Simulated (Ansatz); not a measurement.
A search over several starts for the lowest SCF solution of Al₃Si⁺ at the given spin, in a small basis.

```yaml
crystal:
  periodic: [false, false, false]
  atoms:
    - {symbol: Al, position_ang: [-0.467302, -1.311541, -0.288214]}
    - {symbol: Al, position_ang: [0.853446, -0.611123, 1.782830]}
    - {symbol: Al, position_ang: [-0.802113, 0.755281, -1.751140]}
    - {symbol: Si, position_ang: [0.415969, 1.167373, 0.256514]}
basis:
  gaussian: {orbitals: def2-SVP}
total_charge: 1
hamiltonian: {xc: pbe0, dispersion: d4}
output: {orbitals: {seedname: orbitals}}
```

```sh
$ ansatz run in.yaml --threads 4 --pin off --events-out ev --progress --plain --max-ram 3916MiB
```

It prints (some lines left out):

```
Functional definition: PBE0
640 factors; integrals over basis functions are off by at most 8.0e-4 eV
mean field evaluation 1: about -27631.1215 eV, gradient 3.4e1 eV
mean field evaluation 2: about -27613.1859 eV, gradient 6.2e1 eV
mean field evaluation 4: about -27636.5666 eV, gradient 7.7e0 eV
mean field evaluation 8: about -27636.9347 eV, gradient 3.9e-1 eV
mean field evaluation 16: about -27636.9370 eV, gradient 7.9e-5 eV
mean field evaluation 32: about -27636.4394 eV, gradient 6.0e0 eV
mean field -27636.93704916 eV, -1015.6387035680 hartree, gradient 4.8e-6 eV, S^2 0.000000; 5 other end points of the search recorded, 0 dependent functions left out
reference -27636.93707491 eV, -1015.6387045143 hartree; 26, 26 occupied and 46, 46 virtual orbitals, 640 factors
Total energy: -27637.09679272 eV, -1015.6445740353 hartree
```

Hardware: 4 threads of Intel Xeon 6975P-C on a shared host. Wall time 0.75 s.

The restricted singlet is unstable towards broken spin symmetry in Hartree–Fock (as tested in another run); at PBE0-D4/def2-SVP this wasn't settled. At PBE0-D4/def2-TZVP a triplet of charge 1 lies 0.58 eV below the restricted singlet at the same geometry. The structure comes from a short search, and lower isomers may exist.
